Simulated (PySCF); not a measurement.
Species: C₃H₁₁NSi₂.
Structure used (GFN2-xTB), in Å, numbered top down from 1:
```
atom  x, y, z in Å
C1     2.5530    0.2663    0.1333
Si2    0.8129   -0.3305    0.5894
C3    -0.1971   -1.0422   -0.8559
C4    -1.6748   -0.7267   -0.6031
Si5   -1.8140    0.9965    0.1853
N6    -0.2517    0.9986    0.9321
H7     3.1858   -0.5680   -0.1495
H8     3.0220    0.7595    0.9782
H9     2.5375    0.9691   -0.6938
H10    0.8815   -1.2564    1.7357
H11    0.1141   -0.5663   -1.7877
H12   -0.0546   -2.1145   -0.9941
H13   -2.2539   -0.8260   -1.5220
H14   -2.0765   -1.4627    0.0956
H15   -2.8795    1.0892    1.1885
H16   -1.9340    2.0859   -0.7932
H17    0.0222    1.7402    1.5515
```

Method used: PySCF 2.14.0, density-fitted response routines, TDDFT CAM-B3LYP/def2-SVPD, vertical, gas phase, core orbitals frozen in the response.

Ground-to-excited transition dipoles (e·a0, same axes as the geometry; the sign carries no meaning), for the states with f of 0.002 or more among the lowest 7:

| state | E (eV) | μx | μy | μz |
| --- | --- | --- | --- | --- |
| S1 | 6.294 | 0.151 | 0.078 | -0.146 |
| S2 | 6.872 | 0.064 | 0.156 | -0.193 |
| S3 | 7.364 | 0.281 | 0.095 | 0.028 |
| S4 | 7.430 | -0.316 | 0.190 | 0.125 |
| S5 | 7.573 | 0.088 | -0.028 | 0.116 |
| S6 | 7.676 | -0.227 | 0.102 | 0.121 |
| S7 | 7.767 | -0.086 | -0.400 | -0.046 |

(1) What oscillator strength does each state have?

(2) Which bond between heavy atoms lies closest to the direction of the S7 transition dipole?

(3) What angle do the transition dipoles of S2 and S6 make?

Results:

(1) f = (2/3) ΔE |μ|² with ΔE in hartree (27.2114 eV).

```csv
state,|μ|² (au),|μ| (D),f
S1,0.050,0.57,0.008
S2,0.066,0.65,0.011
S3,0.089,0.76,0.016
S4,0.151,0.99,0.028
S5,0.022,0.38,0.004
S6,0.077,0.70,0.014
S7,0.169,1.05,0.032
```

(2) C4–Si5, at 24° from it; next Si2–N6 at 50°.

(3) |cos θ| = |μa·μb| / (|μa| |μb|) = 0.31, so θ ≈ 72° (taken between 0 and 90°, since the signs are arbitrary).

Time: 51 s of wall time. Hardware: one thread of an Arm Neoverse V1, no GPU (shared host).

One conformer stands for the species.

Without π bonds the low states may be Rydberg-like; a valence basis with one diffuse set may place them up to an eV too high.
